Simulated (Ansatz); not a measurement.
Ansatz (a program for electronic structure) input (RI-MP2/def2-QZVPP):
A basis named .json is the Basis Set Exchange file of that set.

Ansatz 0.2 input:
```yaml
crystal:
  periodic: [false, false, false]
  atoms:
    - {symbol: K, position_ang: [-0.00000000, -0.00000000, -0.96563690]}
    - {symbol: F, position_ang: [0.00000000, 0.00000000, 2.03856679]}
basis:
  gaussian:
    orbitals: def2-QZVPP.json
    fitting: {mean_field: def2-universal-jkfit, correlation: def2-QZVPP-RIFIT.json}
total_charge: 1
magnetization: {spin_polarized: true, initial_magnetization: 1}
correlation: {method: mp2, electrons: outside_noble_gas}
```

End of the output:

```
integrals: 0.04 GiB planned
237 factors; integrals over basis functions are off by at most 1.4e0 eV
340 factors; integrals over basis functions are off by at most 7.1e-1 eV
mean field: 0.20 GiB planned
mean field evaluation 1: about -18979.9003 eV, gradient 6.7e1 eV
mean field evaluation 2: about -18991.3337 eV, gradient 6.5e1 eV
mean field evaluation 4: about -19005.2401 eV, gradient 1.9e0 eV
mean field evaluation 8: about -19005.2605 eV, gradient 8.7e-7 eV
mean field evaluation 16: about -19005.4005 eV, gradient 2.1e-3 eV
mean field evaluation 32: about -19005.3373 eV, gradient 2.0e-1 eV
mean field evaluation 64: about -18993.0742 eV, gradient 1.3e1 eV
mean field -19005.40053931 eV, -698.4355874966 hartree, gradient 1.5e-6 eV, S^2 0.754136; 8 other end points of the search recorded, 0 dependent functions left out
10 core orbitals not correlated, not the lowest: weight in the atoms' cores, before any rotation towards them, 0.999 or more for the frozen orbitals, at most 0.001 for the correlated occupied ones
reference -19005.40053931 eV, -698.4355874966 hartree; 4, 3 occupied and 113, 114 virtual orbitals, 340 factors
second order -5.98899647 eV of doubles, -0.00000000 eV of singles
Total energy: -19011.38953578 eV, -698.6556790574 hartree
```
